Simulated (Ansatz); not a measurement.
Isolated molecules relaxed with PBE0-D4/def2-TZVP in Ansatz; ΔE leaves out vibrations. CCSD(T)/CBS adds triple-zeta CCSD(T) − MP2 to the extrapolated MP2 energy (def2 sets, frozen cores). This one scheme is used for every species. Functionals use def2-TZVPP. HSE06 is defined as in plane-wave codes.

Reaction (ligand exchange at the Si–N bond): `[AlH2][NH][SiH3]` + `CN[SiH3]` → `CN([SiH3])[SiH3]` + `[NH2][AlH2]`

Task: Is it downhill or uphill in electronic energy at CCSD(T)/CBS, and by how much? (Best estimate.)

Result: Ansatz gave: Nearly level: ΔE = -2.7 kJ/mol.

Task: What do these levels give: BLYP-D4, r2SCAN-D4, HSE06-D4, BHLYP-D4, PBE, revPBE, MP2/def2-SVP, CCSD/def2-SVP, CCSD(T)/def2-SVP, HF/def2-TZVPP, SCS-MP2/def2-TZVPP, SCS-MP2/def2-QZVPP? (An estimate is asked.)

Result: The calculation gave: BLYP-D4 -4.0, r2SCAN-D4 -1.4, HSE06-D4 -1.2, BHLYP-D4 -1.2, PBE 1.2, revPBE 3.6, MP2/def2-SVP -1.5, CCSD/def2-SVP 0.3, CCSD(T)/def2-SVP -1.0, HF/def2-TZVPP 7.0, SCS-MP2/def2-TZVPP -1.8, SCS-MP2/def2-QZVPP -2.0 kJ/mol.

Largest T1 diagnostic among the species: 0.011.

In def2-TZVPP, CCSD(T) changes the Hartree–Fock value by −9.2 kJ/mol (the triples alone add −1.4 kJ/mol) and MP2 by −10.7 kJ/mol. Leaving LDA and LC-ωPBE aside and taking each functional with its dispersion term where it has one, the values, not all of them listed here, spread over 5.1 kJ/mol, from revPBE-D4 to B2PLYP. LDA lies −4.8 kJ/mol from PBE without D4. The D4 term adds −5.9 kJ/mol with B3LYP and −3.3 kJ/mol with PBE0; it sums over pairs of atoms, weighted by their polarisabilities, and B3LYP, whose exchange is more repulsive, gets the larger term.

B3LYP here is the variant with VWN-RPA as its local correlation; programs differ in this.
